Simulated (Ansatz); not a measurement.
```yaml
crystal:
  periodic: [false, false, false]
  atoms:
    - {symbol: B, position_ang: [-2.164671, 2.146729, -1.937701]}
    - {symbol: N, position_ang: [-0.378851, 0.184233, -0.270737]}
    - {symbol: Si, position_ang: [-1.532222, -0.945672, 3.204966]}
    - {symbol: Si, position_ang: [3.146198, -0.720614, -1.671560]}
    - {symbol: H, position_ang: [-4.468800, 2.885534, -1.202005]}
    - {symbol: H, position_ang: [-1.144802, 2.866965, -4.373257]}
    - {symbol: H, position_ang: [0.621079, 0.050969, 5.521260]}
    - {symbol: H, position_ang: [-4.565755, 0.211125, 3.708462]}
    - {symbol: H, position_ang: [-1.621321, -4.255778, 3.287275]}
    - {symbol: H, position_ang: [4.793034, 1.951452, -2.126784]}
    - {symbol: H, position_ang: [2.819315, -2.406831, -4.501971]}
    - {symbol: H, position_ang: [4.637288, -2.635511, 0.585839]}
basis:
  gaussian: {orbitals: STO-3G}
total_charge: 1
magnetization: {spin_polarized: true, initial_magnetization: 1}
hamiltonian: {xc: {name: B3LYP5}}
```

```sh
$ ansatz run in.yaml --threads 4 --pin off --events-out ev --progress --plain --max-ram 10444MiB
```

Output, abridged:

```
Functional definition: B3LYP5
395 factors; integrals over basis functions are off by at most 7.6e-5 eV
mean field evaluation 1: about -17692.4586 eV, gradient 3.1e1 eV
mean field evaluation 2: about -17351.5804 eV, gradient 2.4e1 eV
mean field evaluation 4: about -17297.5773 eV, gradient 3.3e1 eV
mean field evaluation 8: about -17771.6738 eV, gradient 5.2e0 eV
mean field evaluation 16: about -17784.1996 eV, gradient 2.0e-1 eV
mean field evaluation 32: about -17784.2283 eV, gradient 1.8e-5 eV
mean field -17784.24673516 eV, -653.5590129217 hartree, gradient 7.6e-6 eV, S^2 7.263897; 32 other end points of the search recorded, 0 dependent functions left out
reference -17784.24718106 eV, -653.5590293082 hartree; 24, 23 occupied and 12, 13 virtual orbitals, 395 factors
Total energy: -17784.24718106 eV, -653.5590293082 hartree
```

In this input the geometry is stretched to more than twice its size. The run converged. The result belongs to that input, not to the molecule as meant.
